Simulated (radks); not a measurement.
Coulomb parameter of the 4f shell of the samarium ion Sm2+ in the model configuration [Xe] 4f5 5d1, as a second difference U = [E(n + 0.25) + E(n - 0.25) - 2 E(n)] / (0.25)^2 with all orbitals relaxed. "Bare": the charge of the atom changes with n. "Screened": the 5d shell takes up the change at fixed total charge, which measures U(4f,4f) + U(5d,5d) - 2 U(4f,5d). Method: Dirac Kohn-Sham, PBE, spin-unpolarised, spherical densities, finite nucleus; open shells are shared between the two j in proportion to 2j + 1; Fermi nuclear charge, rms radius 5.0819 fm; computed with a radial shooting solver on a logarithmic mesh with Libxc functionals.

case                 configuration  E - E(n) (eV)
start                 [Xe] 4f5 5d1          0.000
bare +0.25         [Xe] 4f5.25 5d1         -4.844
bare -0.25         [Xe] 4f4.75 5d1          5.873
screened +0.25  [Xe] 4f5.25 5d0.75         -1.423
screened -0.25  [Xe] 4f4.75 5d1.25          1.717

U(bare) = 16.462 eV, U(screened by 5d) = 4.694 eV.
